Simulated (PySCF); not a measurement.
A species of formula C2H8O2SiTe has this rotational fingerprint, computed with PBE0-D3(BJ)/def2-SVP geometry optimisation, gas phase, def2 core potentials past Kr in PySCF:

```
Rotational constants : A = 3458, B = 750.3, C = 657.0 MHz
Dipole components    : |μa| = 1.79 D, |μb| = 0.35 D, |μc| = 0.51 D
Inertial defect      : -50.48 u·Å²
κ                    : -0.93
```

Question: Which structure is it? (One computed conformer of each.)
A. `[CH3:1][Te:2][CH2:3][SiH:4]([OH:5])[OH:6]` with C1–Te2–C3–Si4 -75°, Te2–C3–Si4–O5 -179°, C3–Si4–O5–H 100°, C3–Si4–O6–H 166°
B. `[CH3:1][O:2][SiH2:3][Te:4]([CH3:5])=[O:6]` with C1–O2–Si3–Te4 -173°, O2–Si3–Te4–C5 66°

Answer: A. It is C[Te]C[SiH](O)O, a near-prolate asymmetric top, point group C1. The candidates at the same level (rigid rotor, commonest isotopes):

```csv
SMILES,A (MHz),B (MHz),C (MHz),μa (D),μb (D),μc (D),Δ (u·Å²),point group,rotor
CO[SiH2][Te](C)=O,3442,819.0,755.4,3.84,2.66,1.31,-94.89,C1,near-prolate asymmetric top
C[Te]C[SiH](O)O,3458,750.3,657.0,1.79,0.35,0.51,-50.48,C1,near-prolate asymmetric top
```

`CO[SiH2][Te](C)=O` has C 15 % too high. No structure here is proved a minimum.
